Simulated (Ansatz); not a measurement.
The cluster Ge₆Bi⁺, relaxed as a singlet with RKS PBE-D4/def2-SVP in Ansatz, starting from the GFN2-xTB geometry. Force threshold 0.02 eV/Å.

In the def2 sets Bi takes a core potential; there is no spin–orbit coupling. Another isomer (singlet) lies 1.33 eV lower at PBE0-D4/def2-TZVP; other spin states weren't run for this one.

Start:

Cartesian coordinates in Å:
```
Bi 0.0312 0.0393 -2.0199
Ge 0.4752 0.6310 1.8501
Ge -1.6794 -2.2567 0.2669
Ge -1.6107 0.1926 0.2196
Ge 0.0308 2.2107 -0.2662
Ge 2.1037 0.6717 -0.2668
Ge 0.6492 -1.4886 0.2164
```

Estimate the energy that the relaxation releases and the steps that it takes.

41.0 kJ/mol, in 18 steps; 89 s on 4 threads of Arm Neoverse V1 on a shared host. The force fell under the threshold at step 6, but the optimiser went on and released 0.078 eV more. No frequencies were taken in this run, so the end may be a saddle point.

Does the start keep its bonding and symmetry?

Bonds lost: Ge2–Ge5 (atoms count from 1). Point group Cs at the start, Cs at the end, both within 0.05 Å.

Predict the relaxed structure.


```tsv
atom	x (Å)	y (Å)	z (Å)
Bi1	0.021	-0.321	-2.083
Ge2	0.412	0.153	1.960
Ge3	-1.601	-1.917	0.346
Ge4	-1.559	0.548	0.143
Ge5	-0.113	2.501	-0.318
Ge6	1.882	0.894	-0.230
Ge7	0.957	-1.858	0.183
```
Bond lengths: 7 × Ge–Ge 2.47 to 2.74 Å; 3 × Bi–Ge 2.86 to 2.89 Å.
